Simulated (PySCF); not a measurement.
Zr(F)(SH)3 (FH3S3Zr), SMILES [SH][Zr]([F])([SH])[SH], multiplicity 1.

Geometry: B3LYP-D3(BJ)/def2-SVP. The multiplicity is an assumed one; no other spin state was optimised. The structure was generated by enumeration; whether it is a known compound was not checked. The def2 effective core potentials stand for the cores of Zr; spin–orbit coupling is left out. One conformer was computed; it need not be the lowest.

Two levels are set side by side: PBE/def2-TZVP (PySCF) and r2SCAN/def2-TZVP (PySCF). Same geometry, gas phase. Differences are taken from unrounded values.

```csv
quantity,PBE
orbital gap (eV),3.62
highest occupied level (eV),-6.68
lowest empty level (eV),-3.06
dipole moment (D),1.30
mean polarisability (bohr³),108.5
```

Question: These are the PBE values. What does r2SCAN give? (Estimate from the structure and the level; the computed values follow.)

Answer: 
| quantity | r2SCAN | PBE minus r2SCAN |
|---|---|---|
| orbital gap (eV) | 4.03 | -0.41 |
| highest occupied level (eV) | -6.97 | 0.29 |
| lowest empty level (eV) | -2.94 | -0.11 |
| dipole moment (D) | 1.40 | -0.10 |
| mean polarisability (bohr³) | 105.5 | 3.0 |

Rough cost on one machine, each run with all the roots and properties that it gave: r2SCAN against PBE about 3 times.
